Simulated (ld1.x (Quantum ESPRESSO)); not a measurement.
## Transferability test, TM semilocal potential for P (Z = 15)

ld1.x (Quantum ESPRESSO) 7.5 input, shortened:

```
&input
   title='P', zed=15., rel=1, dft='PBE', iswitch=3,
   config='[Ne] 3s1.75 3p3.25 3d-2'
 /
 &inputp
   pseudotype=1, tm=.true., lloc=2,
   nlcc=.false.
 /
3
3S  1  0   1.75   0.00  1.60  1.60  0.0
3P  2  1   3.25   0.00  2.04  2.04  0.0
3D  3  2  -2.00   0.40  1.72  1.72  0.0
 &test
   configts(1)='3s1.75 3p3.25'
 /
```

Energies are relative to the spin-unpolarised reference configuration 3s1.75 3p3.25; without spin polarisation the order of configurations can differ from experiment.

| valence configuration | charge | ΔE all-electron (eV) | error AE − PS (meV) |
| --- | --- | --- | --- |
| 3s2 3p3 | 0 | -2.120 | +0.2 |
| 3s2 3p2 | +1 | 7.609 | +0.4 |
| 3s2 3p1 | +2 | 26.756 | +8.2 |
| 3s1 3p4 | 0 | 6.414 | +0.4 |
| 3s0 3p5 | 0 | 15.080 | +1.1 |
| 3s2 3p3.3 | -0.3 | -3.427 | +0.4 |
| 3s2 3p2.5 | +0.5 | 1.655 | -0.1 |
